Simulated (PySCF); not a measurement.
PySCF was given this input:
```python
from pyscf import gto, scf, mcscf
import numpy

mol = gto.M(
    atom='''
Te   -0.35087744   -0.50311750    0.74136389
N     0.55986161   -1.59261760   -0.72747454
C     1.98120020   -1.37364141   -0.85245735
C    -0.09289772   -1.53762923   -2.01362367
H     2.39942639   -2.13029398   -1.51899237
H     2.21890886   -0.38348752   -1.26486696
H     3.10352986   -1.60512811    1.49569835
H     0.02485160   -0.56048462   -2.50292375
H     0.34167865   -2.29874810   -2.66448177
H    -1.15457676   -1.74625173   -1.88979090
Se   -0.05863437    1.80694695   -0.16527632
H    -1.28877691    1.93122106   -0.92760513
''',
    basis='sto-3g',
    verbose=4,
)

mf = scf.RHF(mol)
mf.kernel()
mc = mcscf.CASCI(mf, 4, 6)
mc.fix_spin_(ss=0.0)
mc.kernel()
occ = numpy.linalg.eigvalsh(mc.fcisolver.make_rdm1(mc.ci, mc.ncas, mc.nelecas))[::-1]
ss = mc.fcisolver.spin_square(mc.ci, mc.ncas, mc.nelecas)[0]
print('natural occupations', occ.round(4), ' <S^2>', round(ss, 4))
```

Q: What does this run give for the nuclear repulsion energy, number of basis functions, natural occupations of the active orbitals, SCF-reference HOMO energy, SCF-reference dipole moment, total energy?

A: 
The nuclear repulsion energy comes out as 844.7392 Eh. The number of basis functions comes out as 67 and the natural occupations of the active orbitals is 2.00, 2.00, 1.32, 0.68. The SCF-reference HOMO energy comes out as -5.40 eV and the SCF-reference dipole moment comes out as 2.70 D. The total energy comes out as -9053.1324 Eh.
